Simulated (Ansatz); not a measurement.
Start from `[OH][Ga]([Cl])[O][SiH3]` and change one element to get `OB(Cl)O[SiH3]`.

Ansatz, PBE0-D4/def2-TZVP geometries, multiplicity 1. Each molecule was computed in one conformer, which needn't be the lowest.

Scalar relativity is left out up to krypton.

```
                             property  `[OH][Ga]([Cl])[O][SiH3]`
 HOMO–LUMO gap (PBE0/def2-TZVPP) / eV                       7.48
  HOMO–LUMO gap (PBE/def2-TZVPP) / eV                       5.05
    HOMO energy (PBE/def2-TZVPP) / eV                      -7.42
LUMO energy (ωB97M-V/def2-TZVPP) / eV                       0.42
   HOMO energy (PBE0/def2-TZVPP) / eV                      -8.89
    LUMO energy (PBE/def2-TZVPP) / eV                      -2.37
```

(1) Give the same properties after the change, and the shifts. (Best estimate.)

Answers

(1) Ansatz gave: 
```json
{"property": "HOMO–LUMO gap (PBE0/def2-TZVPP) / eV", "`OB(Cl)O[SiH3]`": "9.12", "shift": "1.64"}
{"property": "HOMO–LUMO gap (PBE/def2-TZVPP) / eV", "`OB(Cl)O[SiH3]`": "6.77", "shift": "1.72"}
{"property": "HOMO energy (PBE/def2-TZVPP) / eV", "`OB(Cl)O[SiH3]`": "-7.61", "shift": "-0.19"}
{"property": "LUMO energy (ωB97M-V/def2-TZVPP) / eV", "`OB(Cl)O[SiH3]`": "1.60", "shift": "1.18"}
{"property": "HOMO energy (PBE0/def2-TZVPP) / eV", "`OB(Cl)O[SiH3]`": "-9.11", "shift": "-0.22"}
{"property": "LUMO energy (PBE/def2-TZVPP) / eV", "`OB(Cl)O[SiH3]`": "-0.84", "shift": "1.53"}
```

With PBE0 the HOMO falls by 0.22 eV and the LUMO rises by 1.43 eV, so the gap widens by about 1.65 eV. PBE moves the HOMO by -0.19 eV and ωB97M-V by -0.22 eV.
